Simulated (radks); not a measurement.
Trend from Lu+ to Hg+: ionisation energy by Delta-SCF between NIST ground configurations, and size. Method: scalar-relativistic Kohn-Sham, r2SCAN, spin-unpolarised, spherical densities, finite nucleus; meta-GGA in the generalised Kohn-Sham scheme; Fermi nuclear charge, rms radius of each element as measured or else 0.836 A^(1/3) + 0.57 fm; computed with a radial shooting solver on a logarithmic mesh with Libxc functionals.

species       configuration  configuration of the ion  IE (eV)  NIST (eV)       kind  -e(HOMO) (eV)
Lu+           [Xe] 4f14 6s2             [Xe] 4f14 6s1   14.227      14.13  semi-emp.    11.127 (6s)
Hf+       [Xe] 4f14 5d1 6s2             [Xe] 4f14 5d2   15.412      14.61     theory    10.566 (5d)
Ta+       [Xe] 4f14 5d3 6s1             [Xe] 4f14 5d3   14.610       16.2  semi-emp.    10.414 (5d)
W+        [Xe] 4f14 5d4 6s1             [Xe] 4f14 5d4   15.334       16.4  semi-emp.    11.713 (5d)
Re+       [Xe] 4f14 5d5 6s1             [Xe] 4f14 5d5   15.991       16.6  semi-emp.    12.573 (6s)
Os+       [Xe] 4f14 5d6 6s1             [Xe] 4f14 5d6   16.596         17  semi-emp.    13.039 (6s)
Ir+       [Xe] 4f14 5d7 6s1             [Xe] 4f14 5d7   17.162       17.0  semi-emp.    13.472 (6s)
Pt+           [Xe] 4f14 5d9             [Xe] 4f14 5d8   20.067       18.6       exp.    14.379 (5d)
Au+          [Xe] 4f14 5d10             [Xe] 4f14 5d9   21.376      20.20       exp.    15.465 (5d)
Hg+      [Xe] 4f14 5d10 6s1            [Xe] 4f14 5d10   18.691     18.757       exp.    14.632 (6s)

Reference values: NIST Atomic Spectra Database (exp. = measured, semi-emp. = semi-empirical, theory = theoretical value adopted there). Spin polarisation and multiplet splitting are left out, so open shells lie too high by an amount that depends on their filling. Spin-orbit splitting is averaged out at the scalar-relativistic level.

Beside tabulated values, note that spin-unpolarised runs miss the spin-polarisation part of the exchange energy of open shells.
